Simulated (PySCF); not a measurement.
CH₆Ge.
Bonds: C1–Ge2. Hydrogens: H3, H4, H5 on C1; H6, H7, H8 on Ge2.

Computed, not measured: EOM-IP-CCSD/aug-cc-pVDZ in PySCF, restricted Hartree–Fock reference, 10 core orbitals frozen, non-relativistic, gas phase, PBE0-D3(BJ)/def2-SVP geometry.

Hartree–Fock orbital energies give these Koopmans values (eV): HOMO 11.90, HOMO-1 12.38, HOMO-2 12.38, HOMO-3 15.26, HOMO-4 15.27, HOMO-5 19.21.

Question: What vertical ionisation energies does EOM-IP-CCSD give?

Answer: 
| leading hole (HF orbital) | Koopmans (eV) | EOM-IP-CCSD (eV) | change (eV) | one-hole share |
| --- | --- | --- | --- | --- |
| HOMO | 11.90 | 11.25 | -0.65 | 0.95 |
| HOMO-1 | 12.38 | 11.81 | -0.57 | 0.95 |
| HOMO-2 | 12.38 | 11.82 | -0.56 | 0.95 |
| HOMO-3 | 15.26 | 14.33 | -0.93 | 0.95 |
| HOMO-4 | 15.27 | 14.34 | -0.93 | 0.95 |
| HOMO-5 | 19.21 | 17.63 | -1.58 | 0.86 |

Question: Does the order of the lines follow the orbital energies?

Answer: Yes, no two lines change places. The corrections run from -1.58 to -0.56 eV, with a mean of -0.87 eV over the 6 lines; no line lies above its Koopmans value.

Question: At what kinetic energies would He II light (40.81 eV) eject these electrons?

Answer: 29.56 eV (HOMO), 29.00 eV (HOMO-1), 28.99 eV (HOMO-2), 26.48 eV (HOMO-3), 26.47 eV (HOMO-4), 23.18 eV (HOMO-5).

Lines less than 0.15 eV apart could change places at a higher level. One root was sought for each valence orbital with −ε under 21 eV, eight at most, so deeper holes and satellites are missing; no vibrational structure.

Hardware: an Arm Neoverse V1 with one thread (shared host). Cost: 7.3 min wall, 1.4 GiB resident at most.
